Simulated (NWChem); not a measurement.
System: C2H9PSi; SMILES P[SiH](C)C

Parts of the log:

```
             Northwest Computational Chemistry Package (NWChem) 7.3.0
             --------------------------------------------------------

                             Geometry "geometry" -> ""
                             -------------------------

 Output coordinates in angstroms (scale by  1.889725989 to convert to a.u.)

  No.       Tag          Charge          X              Y              Z
 ---- ---------------- ---------- -------------- -------------- --------------
    1 Si                  14.0000    -0.01176300     0.43635900     0.39781800
    2 C                    6.0000     1.50078600     1.35027400    -0.28231400
    3 C                    6.0000    -1.61649300     1.18898200    -0.26640300
    4 P                   15.0000    -0.01979100    -1.80433700    -0.05647800
    5 H                    1.0000    -0.00716600     0.53299200     1.88769200
    6 H                    1.0000     1.53854500     1.29561000    -1.37651200
    7 H                    1.0000     2.43164100     0.92373400     0.10760800
    8 H                    1.0000     1.47269800     2.41008800     0.00067200
    9 H                    1.0000    -2.49395800     0.66920000     0.13364600
   10 H                    1.0000    -1.66196400     1.13375400    -1.36040700
   11 H                    1.0000    -1.69361500     2.24542400     0.01754100
   12 H                    1.0000     0.29545700    -1.66746200    -1.44188800
   13 H                    1.0000     1.33775500    -2.02493200     0.32178400

 Effective nuclear repulsion energy (a.u.)     217.9098833604

                                 NWChem DFT Module
                                 -----------------

 Summary of "ao basis" -> "ao basis" (spherical)
 ------------------------------------------------------------------------------
       Tag                 Description            Shells   Functions and Types
 ---------------- ------------------------------  ------  ---------------------
 Si                         def2-svp                 8       18   4s3p1d
 C                          def2-svp                 6       14   3s2p1d
 P                          def2-svp                 8       18   4s3p1d
 H                          def2-svp                 3        5   2s1p

 in cosmo_initialize ...
 calling solv_data for solv:h2o

 solvent parameters
 solvname_short: h2o
 solvname_long:  water
 dielec:       78.4000
 dielecinf:     1.7769
 aqueous SMD model solvent descriptors
 dielec:       78.4000
 sola:          0.8200

[...]

                                COSMO-SMD solvation results
                                ---------------------------

             internal energy in gas <Psi(g)|H|Psi(g)> =      -712.145071475178
         internal energy in solvent <Psi(s)|H|Psi(s)> =      -712.144242011746
                               delta internal energy  =         0.000829463432 (    0.52 kcal/mol)
   total free energy in solvent <Psi(s)|H+V/2|Psi(s)> =      -712.149048944438
 polarization energy contribution <Psi(s)|V/2|Psi(s)> =        -0.004806932691 (   -3.02 kcal/mol)
    total free energy in solvent including G(SMD-CDS) =      -712.141567429276
                       G(SMD-CDS) energy contribution =         0.007481515162 (    4.69 kcal/mol)
     1 M fixed-concentration free energy of solvation =         0.003504045903 (    2.20 kcal/mol)

                       DFT Final Molecular Orbital Analysis
                       ------------------------------------

 Vector   23  Occ=2.000000D+00  E=-3.735288D-01
              MO Center= -3.9D-01,  4.5D-01,  4.6D-01, r^2= 3.7D+00
   Bfn.  Coefficient  Atom+Function         Bfn.  Coefficient  Atom+Function
  ----- ------------  ---------------      ----- ------------  ---------------
    65      0.304894   5 H  s                36     -0.244638   3 C  px
    10      0.216703   1 Si pz               66      0.191006   5 H  s
    38     -0.157153   3 C  pz               39     -0.153648   3 C  px
    13      0.147571   1 Si pz              100      0.145105  12 H  s
     8      0.137619   1 Si px               90      0.132135  10 H  s

 Vector   24  Occ=2.000000D+00  E=-3.560119D-01
              MO Center= -1.8D-01, -8.8D-03,  6.3D-02, r^2= 4.2D+00
   Bfn.  Coefficient  Atom+Function         Bfn.  Coefficient  Atom+Function
  ----- ------------  ---------------      ----- ------------  ---------------
    36      0.241882   3 C  px                8     -0.191354   1 Si px
    22      0.178509   2 C  px               50     -0.168155   4 P  s
    58     -0.157734   4 P  py               57      0.154920   4 P  px
   105      0.150998  13 H  s                54      0.149300   4 P  px
    37     -0.146807   3 C  py               55     -0.144192   4 P  py

 Vector   25  Occ=2.000000D+00  E=-3.041506D-01
              MO Center= -4.6D-03, -1.4D+00, -6.4D-04, r^2= 3.3D+00
   Bfn.  Coefficient  Atom+Function         Bfn.  Coefficient  Atom+Function
  ----- ------------  ---------------      ----- ------------  ---------------
    58      0.396725   4 P  py               55      0.295987   4 P  py
    50     -0.274937   4 P  s                57      0.274325   4 P  px
    49     -0.207293   4 P  s                54      0.188450   4 P  px
     9     -0.180498   1 Si py               52     -0.165995   4 P  py
    48     -0.141545   4 P  s                12     -0.139659   1 Si py

 Vector   26  Occ=0.000000D+00  E= 6.489110D-02
              MO Center= -8.7D-03, -6.7D-01,  1.1D-01, r^2= 6.0D+00
   Bfn.  Coefficient  Atom+Function         Bfn.  Coefficient  Atom+Function
  ----- ------------  ---------------      ----- ------------  ---------------
    35      1.318212   3 C  s               106     -0.857671  13 H  s
    12     -0.600885   1 Si py               57      0.559402   4 P  px
    21      0.490083   2 C  s                96     -0.466374  11 H  s
    58     -0.432614   4 P  py               13      0.391481   1 Si pz
    11      0.387744   1 Si px               59      0.376850   4 P  pz

[...]
```

Level: M06-2X/def2-SVP, SMD on the gas-phase geometry. Coordinates come from a B3LYP/6-31G* (spherical d) optimisation. Solvent: water.

**Question.** Which NWChem input produces such a log?

**Answer.** This is not unique; one that fits is the input that was run:
```
start job
memory heap 200 mb stack 900 mb global 1100 mb
geometry units angstroms noautosym nocenter noautoz
  Si    -0.011763     0.436359     0.397818
  C      1.500786     1.350274    -0.282314
  C     -1.616493     1.188982    -0.266403
  P     -0.019791    -1.804337    -0.056478
  H     -0.007166     0.532992     1.887692
  H      1.538545     1.295610    -1.376512
  H      2.431641     0.923734     0.107608
  H      1.472698     2.410088     0.000672
  H     -2.493958     0.669200     0.133646
  H     -1.661964     1.133754    -1.360407
  H     -1.693615     2.245424     0.017541
  H      0.295457    -1.667462    -1.441888
  H      1.337755    -2.024932     0.321784
end
basis spherical
  Si library def2-svp
  C library def2-svp
  P library def2-svp
  H library def2-svp
end
dft
  xc m06-2x
  iterations 150
end
cosmo
  do_cosmo_smd true
  solvent water
end
task dft energy
```
